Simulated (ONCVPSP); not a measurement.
What one change does to a pseudopotential (gallium (Ga), ONCV)

```
Element                 : gallium
Generator               : ONCVPSP 4.0.1
Type                    : optimised norm-conserving Vanderbilt (ONCV)
Functional              : PBE
Relativity              : scalar-relativistic
Frozen core             : [Ar]
Valence charge          : 13
Reference configuration : 3d10 4s2 4p1
Partial waves           : 4s: rc 1.70 bohr, ncon 4, nbas 8, qcut 3.5 1/bohr, 2 projectors, debl 2 Ha; 4p: rc 2.85 bohr, ncon 4, nbas 8, qcut 2.9 1/bohr, 3 projectors, debl 2 Ha; 3d: rc 1.35 bohr, ncon 5, nbas 10, qcut 10.5 1/bohr, 1 projector
Local potential         : polynomial inside 1.00 bohr (lpopt 4, dvloc0 0 Ha)
Core correction         : none
```

All-electron outer shells of the reference configuration (PBE, scalar-relativistic, ld1.x):

| shell | level (eV) | outermost node (bohr) | outermost maximum (bohr) |
| --- | --- | --- | --- |
| 3s | -148.13 | 0.27 | 0.56 |
| 3p | -98.86 | 0.24 | 0.56 |
| 3d | -19.15 | – | 0.53 |
| 4s | -8.95 | 0.81 | 1.90 |
| 4p | -2.58 | 0.87 | 2.53 |

Change: local potential polynomial inside 1.00 bohr (lpopt 4, dvloc0 7 Ha).

Cutoffs: the cutoffs (Ha) at which the residual kinetic energy of the hardest occupied pseudo-wave falls to 1 and 0.1 mHa per electron; they do not see the model core or the augmentation charge, which bear on the density cutoff. Errors are all-electron minus pseudo energies relative to the spin-unpolarised reference configuration.

Predict the effect on cutoff, ghosts and configuration errors.

The potential gets neither clearly harder nor softer (54 Ha and 175 Ha → 54 Ha and 175 Ha); the lowest positive-energy flag moves from s at 56.0 eV to s at 128.6 eV; the errors of the 3 common tests hardly move; neither file shows a bound ghost.

```tsv
quantity	base	changed
cutoff, loose	54 Ha	54 Ha
cutoff, tight	175 Ha	175 Ha
bound ghosts	none	none
GHOST(+) flags under 300 eV	s at 56.0 eV, p at 185.5 eV	s at 128.6 eV
tests with a reliable result	3 of 4	3 of 4
error for 3d10 4s2 4p0, meV [ΔE 5.69 eV]	-2.5	-2.5
error for 3d10 4s1 4p0, meV [ΔE 26.82 eV]	+0.1	-0.1
error for 3d10 4s1 4p2, meV [ΔE 6.54 eV]	+8.8	+8.8
s: phases at 1.73 bohr within 0.05 rad from the reference energy up to (Ha; the scan ends near 5)	to the end of the scan	4.0
p: phases at 2.89 bohr within 0.05 rad from the reference energy up to (Ha; the scan ends near 5)	to the end of the scan	to the end of the scan
d: phases at 1.37 bohr within 0.05 rad from the reference energy up to (Ha; the scan ends near 5)	1.0	0.9
```
